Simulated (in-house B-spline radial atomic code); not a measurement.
**LDA exchange-only excitations of the germanium ion Ge⁴⁺**

Method: LDA exchange-only. Computed with a B-spline radial code for spherical atoms: linear response of the closed shell [Ar] 3d10 with the functional's adiabatic kernel; non-relativistic, point nucleus, no spin-orbit coupling, no double excitations, S, P, D and F terms only. Only terms of natural parity with L up to 3 were computed.

Without relativity these are model numbers for so heavy an element.

Command:
```bash
python run_td.py task.json out
```
Settings (radii: box in bohr, nucleus in fm):
```
Z                        32
electrons                28
configuration            [Ar] 3d10
hamiltonian              nr
method                   lda,
box_radius               19.1
intervals                54
```

Run time, properties included: 0.4 s on 1 thread of Intel(R) Xeon(R) 6975P-C (Granite Rapids) (shared host).

The lowest states, in the order of their Tamm-Dancoff energies; the method's threshold (minus the highest occupied level) is 76.94 eV. Labels give the largest channel, * marks a mixed state, and oscillator strengths are full-response dipole values. Semilocal kernels can invert the small singlet-triplet splittings of Rydberg terms. Energies in eV:

```tsv
state	full response	Tamm-Dancoff	oscillator strength
3d → 4s 3D	26.165	26.183	-
3d → 4s 1D	26.898	26.910	-
3d → 4p 3P	36.58	36.60	-
3d → 4p 3F	36.90	36.91	-
3d → 4p 1F	?	?	-
3d → 4p 1P	38.29	38.37	0.528
3d → 4d 3S	51.46	51.50	-
3d → 4d 3D	52.39	52.39	-
3d → 4d 1D	52.88	52.90	-
3d → 5s 3D	54.78	54.78	-
3d → 5s 1D	54.94	54.94	-
3d → 4d 1S	?	?	-
3d → 5p 3P	58.18	58.19	-
3d → 5p 3F	58.26	58.26	-
3d → 5p 1F	58.38	58.38	-
3d → 5p 1P	58.59	58.61	0.0543
```

Where does 3d → 4p 1F lie?

At 37.38 eV in full response, 37.39 eV in Tamm-Dancoff.

Where does 3d → 4d 1S lie?

At 55.75 eV in full response, 56.19 eV in Tamm-Dancoff.

How large is the singlet-triplet splitting of 3d → 4s (D terms) in Tamm-Dancoff?

0.727 eV, from the unrounded values.

What polarisabilities and dispersion coefficient does the method give?

Dipole 0.8651 bohr³, quadrupole 1.315 bohr⁵, C6 1.657 hartree·bohr⁶ for two such species.
